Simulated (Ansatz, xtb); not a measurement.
**Relative energy of two isomers of C2H8GaSi**

Structure I is `[CH3][Ga][CH2][SiH3]`, a doublet and structure II is `C[SiH2][CH2][GaH]`, a doublet. Both are isolated molecules in the gas phase, relaxed with PBE0-D3(BJ)/pcseg-1; the shapes shown needn't be the lowest conformers.

I (Å):

```xyz
12

C    -2.6765    0.4006   -0.2968
C     0.4761    0.2936    1.0584
Ga   -1.3840    1.0597    1.0824
Si    0.4740   -1.5793    1.0285
H    -2.1864    0.3842   -1.2804
H    -3.5872    1.0049   -0.3557
H    -2.9572   -0.6320   -0.0428
H     0.9535    0.6671    0.1374
H     1.0596    0.6689    1.9086
H     1.8471   -2.1653    1.1233
H    -0.3272   -2.1200    2.1714
H    -0.1558   -2.0693   -0.2358
```

II (Å):

```xyz
12

C    -1.5646    0.4432   -0.6541
C    -0.4910   -0.9023    1.9133
Ga   -0.7644   -2.6832    1.0451
Si   -0.2165    0.4645    0.6570
H    -1.5489   -0.4920   -1.2311
H    -1.4368    1.2680   -1.3663
H    -2.5586    0.5453   -0.1997
H    -0.2039    1.8090    1.3175
H     1.1126    0.2634    0.0017
H     0.4083   -1.0014    2.5436
H    -1.3335   -0.6651    2.5760
H     0.2883   -3.1755   -0.0544
```

Quicker runs give these differences E(II) − E(I): GFN2-xTB −0.93 kcal/mol; HF/STO-3G +18.50 kcal/mol (at GFN2-xTB geometries); r2SCAN-D4/def2-SVP +5.66 kcal/mol (at GFN2-xTB geometries).

**Question.** Estimate which is lower in electronic energy at CCSD(T)/def2-SVP + ΔMP2/def2-TZVPP, and by roughly how much.

**Answer.** Too close to call at this level: CCSD(T)/def2-SVP + ΔMP2/def2-TZVPP gives E(II) − E(I) = −0.74 kcal/mol.

The same difference at several levels:

| level | geometry | E(II) − E(I) (kcal/mol) | departure from the last row (kcal/mol) | job, with rough time for the two |
| --- | --- | --- | --- | --- |
| GFN2-xTB | GFN2-xTB | −0.93 | −0.19 | optimisation, 0.48 s |
| HF/STO-3G | GFN2-xTB | +18.50 | +19.23 | single point, 13 s |
| r2SCAN-D4/def2-SVP | GFN2-xTB | +5.66 | +6.40 | single point, 7.8 s |
| PBE0-D3(BJ)/pcseg-1 | PBE0-D3(BJ)/pcseg-1 | −1.99 | −1.25 | optimisation, 3.9 min |
| HF/def2-SVP | PBE0-D3(BJ)/pcseg-1 | −2.05 | −1.31 | part of the CCSD(T) run |
| MP2/def2-SVP | PBE0-D3(BJ)/pcseg-1 | −0.94 | −0.20 | part of the CCSD(T) run |
| CCSD(T)/def2-SVP | PBE0-D3(BJ)/pcseg-1 | −1.00 | −0.26 | single point |
| CCSD(T)/def2-SVP + ΔMP2/def2-TZVPP | PBE0-D3(BJ)/pcseg-1 | −0.74 |  | single point, 2.1 min |

As drawn, II has 1 C–Si, 1 Ga–H in place of 1 C–Ga, 1 Si–H.

The largest departure from CCSD(T)/def2-SVP + ΔMP2/def2-TZVPP is that of HF/STO-3G, 19.23 kcal/mol. The last row adds to CCSD(T) the change of the MP2 difference between the two basis sets, here +0.26 kcal/mol.

With harmonic frequencies from PBE0-D3(BJ)/pcseg-1 (ideal gas, rigid rotor, one conformer each, 298.15 K, 1 atm): on the last row, ΔE + ΔZPE = −1.07 kcal/mol. A mode under 50 cm⁻¹ makes harmonic enthalpies and free energies unreliable, so none is given.

Open shells are spin-unrestricted, with notable spin contamination under HF/STO-3G. The correlated steps freeze 16 core orbitals; the filled d shell of Ga is correlated, in a basis made for valence electrons. Codes used: Ansatz 0.2.0, xtb 6.7.1; the last row on 2 threads of Intel(R) Xeon(R) Platinum 8488C (Sapphire Rapids) on a shared host.
